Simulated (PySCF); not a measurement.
Selenium: a sound run and one with changed settings

Sound run: Se⁺ [Ar] 3d10 4s2 4p3, Se²⁺ [Ar] 3d10 4s2 4p2. All numbers are calculated (PySCF 2.14, no relativity, point nucleus, in pcseg-2 (6s5p3d1f, 43 functions)). In the sound run the correlated levels freeze [Ar] 3d10. The sound run starts from symmetry-adapted Hartree-Fock orbitals and uses a fine grid where one is needed.

Changed run: all electrons correlated in a basis built for the valence shell.

```tsv
species	method	sound run (hartree)	changed run (hartree)	converged
Se⁺	MP2	-2399.60380	-2399.71154	yes
Se²⁺	MP2	-2398.81912	-2398.92391	yes
```

Ionisation energy of Se⁺:

| method | sound run (eV) | changed run (eV) |
| --- | --- | --- |
| UHF | 20.851 | 20.851 |
| MP2 | 21.352 | 21.432 |
| SCS-MP2 | 21.203 | 21.258 |

A valence basis has no tight correlating functions, so it recovers only part of the core correlation, and not evenly between atom and ion.

For comparison, NIST gives 21.196 ± 0.01 eV between the lowest levels.
